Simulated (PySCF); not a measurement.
**Where the electron goes**

Compound: 2,2,3-trimethylbutane, C7H16.
Geometry (PBE0-D3(BJ)/def2-SVP, Å), atoms numbered from 1 in this order:
```xyz
23
C7H16 angstrom
C      1.268   -1.361    0.423
C      0.648    0.034    0.453
C      1.548    1.006   -0.308
C     -0.841    0.073   -0.005
C     -0.981   -0.201   -1.505
C     -1.653   -0.971    0.768
C     -1.436    1.451    0.306
H      1.265   -1.786   -0.594
H      0.750   -2.068    1.085
H      2.319   -1.318    0.750
H      0.635    0.360    1.511
H      1.154    2.032   -0.316
H      1.688    0.691   -1.354
H      2.546    1.043    0.154
H     -0.538   -1.168   -1.788
H     -2.045   -0.231   -1.790
H     -0.502    0.582   -2.112
H     -1.509   -0.863    1.856
H     -2.728   -0.852    0.560
H     -1.378   -1.999    0.490
H     -2.503    1.481    0.034
H     -0.936    2.257   -0.250
H     -1.359    1.683    1.380
```

Method: PySCF 2.14.0, density-fitted response routines, TDDFT B3LYP/def2-SVPD, vertical, gas phase, core orbitals frozen in the response.

Frontier orbitals with the atoms that hold most of them (Löwdin shares over 4%, at most four atoms; ? is withheld):

| orbital | ε (eV) | atoms |
| --- | --- | --- |
| LUMO+2 | 1.17 | H12 9%, C3 9%, C1 8%, H9 7% |
| LUMO+1 | 1.09 | C3 9%, H14 8%, C1 8%, H10 8% |
| LUMO | 0.36 | C7 8%, C6 8%, C1 8%, C5 8% |
| HOMO | ? | ? |
| HOMO-1 | -8.51 | ? |
| HOMO-2 | -8.59 | C4 16%, C2 14%, C5 13%, C3 9% |
| HOMO-3 | -9.32 | C2 12%, C7 11%, C5 9%, C4 8% |

Which atoms hold the HOMO, and with what shares?

C2 (bonded to 3 C and H) 24%; C4 (bonded to 4 C) 22%; C5 (bonded to C and 3 H) 8%; C3 (bonded to C and 3 H) 6%.

Give the leading atoms of the HOMO-1.

C7 (bonded to C and 3 H) 16%; C4 (bonded to 4 C) 15%; C6 (bonded to C and 3 H) 12%; C1 (bonded to C and 3 H) 12%.

What is the HOMO energy, and the HOMO–LUMO gap?

ε(HOMO) = -8.32 eV; the gap is 8.67 eV (0.3187 hartree).

How does S1 compare with the orbital gap of 8.67 eV?

S1 is at 7.84 eV (f = 0.0087), 0.83 eV below the gap, made of HOMO→LUMO (99%). 

One configuration dominates each of S1, S2, S3, S4 and S7. Which, and how do the shares of the two leading atoms of either orbital change from the occupied to the empty one?

- S1 (7.84 eV, f 0.0087), HOMO→LUMO (99%): C2 24% → at most 8%, C4 22% → at most 8%, C7 at most 6% → 8%, C6 at most 6% → 8%
- S2 (8.02 eV, f 0.0049), HOMO-1→LUMO (99%): C7 16% → 8%, C4 15% → at most 8%, C6 12% → 8%
- S3 (8.12 eV, f 0.018), HOMO-2→LUMO (98%): C4 16% → at most 8%, C2 14% → at most 8%, C7 at most 10% → 8%, C6 at most 10% → 8%
- S4 (8.62 eV, f 0.075), HOMO→LUMO+1 (95%): C2 24% → at most 8%, C4 22% → at most 8%, C3 6% → 9%, H14 at most 6% → 8%
- S7 (8.78 eV, f 0.046), HOMO-1→LUMO+1 (88%): C7 16% → at most 8%, C4 15% → at most 8%, C3 at most 12% → 9%, H14 at most 12% → 8%

Löwdin shares depend on the basis, the more so with diffuse functions.
